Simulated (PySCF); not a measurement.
Si(All)(OH)(OMe)2, C5H12O3Si, SMILES C=CC[Si](O)(OC)OC, singlet, GFN2-xTB optimised geometry.

```
21

C      2.87    -0.38    -2.26
C      2.37     0.29    -1.25
C      1.83    -0.32     0.00
Si    -0.07    -0.32     0.00
O     -0.64    -1.17    -1.28
O     -0.77    -0.98     1.31
C     -0.88    -2.34     1.64
O     -0.46     1.25     0.00
C     -1.72     1.84     0.17
H      2.97    -1.46    -2.24
H      3.23     0.10    -3.16
H      2.28     1.37    -1.30
H      2.19    -1.35     0.09
H      2.20     0.23     0.86
H     -0.28    -1.02    -2.15
H     -1.60    -2.43     2.45
H      0.08    -2.74     1.96
H     -1.23    -2.92     0.78
H     -2.37     1.60    -0.68
H     -2.19     1.48     1.08
H     -1.57     2.92     0.23
```

Density from B3LYP/def2-SVP (PySCF) at that geometry.

Minimum of the electron density along straight lines between bonded atoms, close to the bond critical point (lines longer than 1.1 times the sum of covalent radii, or with two minima, are not listed):

| bond | length / Å | ρ at the minimum / e bohr⁻³ | ∇²ρ there / e bohr⁻⁵ | position (fraction from the first atom) |
|---|---|---|---|---|
| C1–C2 | 1.322 | 0.348 | -0.95 | 0.50 |
| C2–C3 | 1.488 | 0.258 | -0.60 | 0.51 |
| C3–Si4 | 1.906 | 0.113 | 0.30 | 0.62 |
| Si4–O5 | 1.639 | 0.127 | 1.03 | 0.41 |
| Si4–O6 | 1.623 | 0.130 | 1.09 | 0.41 |
| O6–C7 | 1.403 | 0.253 | -0.32 | 0.66 |
| Si4–O8 | 1.620 | 0.131 | 1.11 | 0.41 |
| O8–C9 | 1.404 | 0.252 | -0.32 | 0.66 |
| C1–H10 | 1.078 | 0.281 | -1.06 | 0.63 |
| C1–H11 | 1.077 | 0.283 | -1.07 | 0.63 |
| C2–H12 | 1.081 | 0.284 | -1.09 | 0.63 |
| C3–H13 | 1.090 | 0.272 | -0.96 | 0.62 |
| C3–H14 | 1.089 | 0.273 | -0.97 | 0.62 |
| O5–H15 | 0.954 | 0.355 | -2.42 | 0.82 |
| C7–H16 | 1.090 | 0.284 | -1.10 | 0.64 |
| C7–H17 | 1.092 | 0.282 | -1.07 | 0.63 |
| C7–H18 | 1.090 | 0.284 | -1.10 | 0.64 |
| C9–H19 | 1.092 | 0.282 | -1.07 | 0.63 |
| C9–H20 | 1.090 | 0.284 | -1.10 | 0.64 |
| C9–H21 | 1.090 | 0.284 | -1.09 | 0.64 |
